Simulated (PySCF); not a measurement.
Magnetisability: [closo-1-(NH3)B6H5]-, charge -1

Geometry:
```tsv
atom	x (Å)	y (Å)	z (Å)
B1	0.121	0.377	-0.246
B2	-1.322	-0.109	0.442
B3	0.115	0.035	1.392
B4	-0.502	-1.502	0.988
B5	-0.480	-1.124	-0.674
B6	0.956	-0.976	0.274
N7	0.595	1.775	-1.169
H8	1.543	1.609	-1.476
H9	0.532	2.573	-0.551
H10	-0.048	1.846	-1.945
H11	-2.453	0.361	0.503
H12	0.424	0.657	2.403
H13	-0.827	-2.483	1.633
H14	-0.765	-1.668	-1.736
H15	2.112	-1.370	0.163
```

Total charge -1.

Computed, not measured: PySCF 2.14.0, GIAO B3LYP/def2-SVP magnetisability, rotational g tensor and spin-rotation constants, non-relativistic, gas phase. Geometry: GFN2-xTB.

For an ion the centre-of-mass motion in the field is neglected.

Question: How diamagnetic is it, and how anisotropic?

Answer: Isotropic -1511 × 10⁻³⁰ J/T², or -91.0 × 10⁻⁶ cm³/mol; principal values -1625, -1454, -1453 × 10⁻³⁰ J/T², anisotropy 172 × 10⁻³⁰ J/T² (root of half the summed squared differences of the principal values). The susceptibility is in cgs units.

Question: Split it along the inertial axes a, b, c into diamagnetic and paramagnetic parts about the centre of mass, with the quadrupole moment.

Answer: 
```
axis  χ (10⁻⁶ cm³/mol)  diamagnetic (10⁻⁶ cm³/mol)  paramagnetic (10⁻⁶ cm³/mol)  summed x² of all electrons (Å²)  quadrupole Θ (D Å)
   a             -97.9                      -344.9                        247.0                            100.4              +16.91
   b             -87.5                      -598.4                        510.9                             40.6               -8.46
   c             -87.5                      -598.4                        510.9                             40.6               -8.46
```
Anisotropies 2χaa − χbb − χcc = -20.7 and 2χbb − χaa − χcc = +10.3 × 10⁻⁶ cm³/mol. Θ is traceless in Buckingham's convention.

Question: And the rotational g tensor?

Answer: 
```
axis  rotational constant (GHz)        g  nuclear part  electronic part
   a                     5.4541  -0.0178        0.6152          -0.6330
   b                     2.4808  -0.0028        0.5927          -0.5954
   c                     2.4805  -0.0028        0.5926          -0.5954
```
Prolate top; isotopes 11B, 1H, 14N; no vibrational averaging.
